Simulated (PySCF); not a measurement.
PySCF input for H₄Ge, SMILES [GeH4], HF/pcSseg-2. Geometry: B3LYP-D3(BJ)/def2-TZVP.

```python
import numpy as np
from pyscf import gto, scf, dft
from pyscf.prop.nmr import rhf as nmr

mol = gto.M(
    atom='''
    Ge    0.00000000    0.00000000    0.00000000
    H     0.88674200   -0.88674200   -0.88674200
    H    -0.88674200   -0.88674200    0.88674200
    H    -0.88674200    0.88674200   -0.88674200
    H     0.88674200    0.88674200    0.88674200
    ''',
    basis='pcSseg-2',
    charge=0,
    spin=0,
    max_memory=1600,
    verbose=3,
)
mf = scf.RHF(mol)
mf.conv_tol = 1e-10
mf.max_cycle = 100
mf.kernel()
n = nmr.NMR(mf)
n.verbose = 2
n.max_cycle_cphf = 60
sigma = n.kernel()
print('atom   isotropic/ppm   span/ppm')
for i, s in enumerate(sigma):
    w = np.linalg.eigvalsh((s + s.T) / 2)
    print(f'{mol.atom_symbol(i):2s}{i + 1:3d} {w.mean():14.3f} {w[2] - w[0]:11.3f}')
```

Output:

```
converged SCF energy = -2077.7011691821
atom   isotropic/ppm   span/ppm
Ge  1       1766.086       0.000
H   2         28.228      16.370
H   3         28.228      16.370
H   4         28.228      16.370
H   5         28.228      16.370
```

Self-consistency was reached.
